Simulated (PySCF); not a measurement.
Xe³⁰⁺: ionisation energy

Xe³⁰⁺ [Ar] 3d6 (5D) → Xe³¹⁺ [Ar] 3d5 (6S), as a difference of total energies. Calculation: PySCF 2.14, in an uncontracted even-tempered set (18 s from 4.4 bohr⁻², ratio 2.5; 12 p from 5.7 bohr⁻², ratio 2.5; 8 d from 5.7 bohr⁻², ratio 2.5; 4 f from 23 bohr⁻², ratio 2.7; 3 g from 35 bohr⁻², ratio 2.7); scalar relativity by spin-free X2C-1e. Correlated levels: outer shells: [Ne] frozen; virtual orbitals above 40 to 60 times the deepest correlated orbital energy dropped. The calculations carry no spin-orbit coupling.

```csv
method,ionisation energy (eV)
UHF,1822.5
LDA,1824.8
PBE,1825.5
PBE0,1825.3
r2SCAN,1825.5
M06-L,1824.8
MN15,1823.8
MP2 (outer shells),1823.8
SCS-MP2 (outer shells),1824.0
```

A first-order spin-orbit estimate (lowest level to lowest level, LS coupling) adds 5.884 eV.

Breit and QED terms and the two-electron picture change are absent.

First order in ζ underestimates the shift of j = l − 1/2 levels at high Z.

For comparison: 1826 ± 4 eV (theoretical estimate listed by NIST; NIST Atomic Spectra Database, ionization energies).
